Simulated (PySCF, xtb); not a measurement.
C3H6FGa, SMILES C=[CH][Ga]([CH3])[F].

GFN2-xTB run with xtb 6.7.1 at its own geometry gives an orbital gap of 4.08 eV and a dipole moment of 3.96 D.

Geometry: ωB97X-D3(BJ)/def2-SVP. The structure was generated by enumeration; whether it is a known compound was not checked. Other conformers were not sampled.

What does PySCF with r2SCAN/def2-TZVP give? (The exact figures need the calculation; the answer reports its results.)

gap 4.97 eV (levels -7.03 and -2.05 eV), dipole 2.86 D.
